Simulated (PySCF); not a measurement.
From one molecule to another.

First species: C₂H₁₀SSi₃.
Structure used (PBE0-D3(BJ)/def2-SVP), in Å, numbered top down from 1:
```
atom  x, y, z in Å
C1     2.147   -1.374   -0.166
C2     0.934   -0.836    0.514
S3     0.471   -1.275    2.016
Si4   -0.173    0.445   -0.360
Si5   -2.346   -0.431   -0.394
Si6   -0.089    2.394    0.941
H7     1.859   -1.868   -1.110
H8     2.691   -2.084    0.473
H9     2.817   -0.544   -0.454
H10    0.314    0.723   -1.754
H11   -2.325   -1.824   -0.937
H12   -2.901   -0.445    0.991
H13   -3.221    0.414   -1.267
H14   -0.785    2.146    2.238
H15    1.334    2.772    1.207
H16   -0.763    3.522    0.226
```

Second species: C4H7ClOS.
SMILES with atom numbers: `[CH3:1]/[CH:2]=[C:3](\[Cl:4])[S@:5]([CH3:6])=[O:7]` (hydrogens: H8, H9, H10 on C1; H11 on C2; H12, H13, H14 on C6)

Levels: CAM-B3LYP/def2-SVPD for dipole moment, HOMO energy, LUMO energy, HOMO–LUMO gap, static isotropic polarisability and electronic spatial extent ⟨r²⟩ about the centre of nuclear charge; TDDFT CAM-B3LYP/def2-SVPD for lowest singlet excitation; PBE0-D3(BJ)/def2-SVP for rotational constant A and rotational constant C. Geometries: PBE0-D3(BJ)/def2-SVP. Each species is one conformer at its optimised geometry, gas phase, non-relativistic unless stated. Electronic properties by PySCF.

The conformers computed, where there is a choice (atom-mapped SMILES and torsion angles):
- `[CH3:1][C:2](=[S:3])[SiH:4]([SiH3:5])[SiH3:6]`: C1–C2–Si4–Si5 124°
- `[CH3:1]/[CH:2]=[C:3](\[Cl:4])[S@:5]([CH3:6])=[O:7]`: C2–C3–S5–C6 115°

| property | column X | column Y |
| --- | --- | --- |
| dipole moment | 2.81 D | 2.16 D |
| HOMO energy | -8.35 eV | -7.76 eV |
| LUMO energy | 0.46 eV | -1.42 eV |
| HOMO–LUMO gap | 8.81 eV | 6.34 eV |
| lowest singlet excitation | 5.63 eV | 2.18 eV |
| static isotropic polarisability | 89.4 au | 135.6 au |
| electronic spatial extent ⟨r²⟩ about the centre of nuclear charge | 1200 bohr² | 1601 bohr² |
| rotational constant A | 2.386 GHz | 1.405 GHz |
| rotational constant C | 0.992 GHz | 0.853 GHz |

Question: Which column belongs to which species?

Answer: Column X is the second species and column Y the first. The first has 16 atoms and 80 electrons, the second 14 and 72.

Question: How does each property change from the first species to the second?

Answer: dipole moment +0.65 D; HOMO energy -0.59 eV; LUMO energy +1.88 eV; HOMO–LUMO gap +2.47 eV; lowest singlet excitation +3.45 eV; static isotropic polarisability -46.2 au; electronic spatial extent ⟨r²⟩ about the centre of nuclear charge -401 bohr²; rotational constant A +0.981 GHz; rotational constant C +0.139 GHz.

On the first: The principal polarisabilities are 128.8, 135.1 and 143.1 au; their mean is the isotropic value. The polarisability is 20.10 Å³ as a volume (1 au = 0.148185 Å³), or 1.70 au for each of the 80 electrons.

On the second: No computed singlet falls in the visible range (750 to 380 nm, 1.65 to 3.26 eV); S1 lies 2.37 eV above its blue end. S1 lies 3.18 eV below the HOMO–LUMO gap; its leading configuration is HOMO→LUMO, weight 0.89.
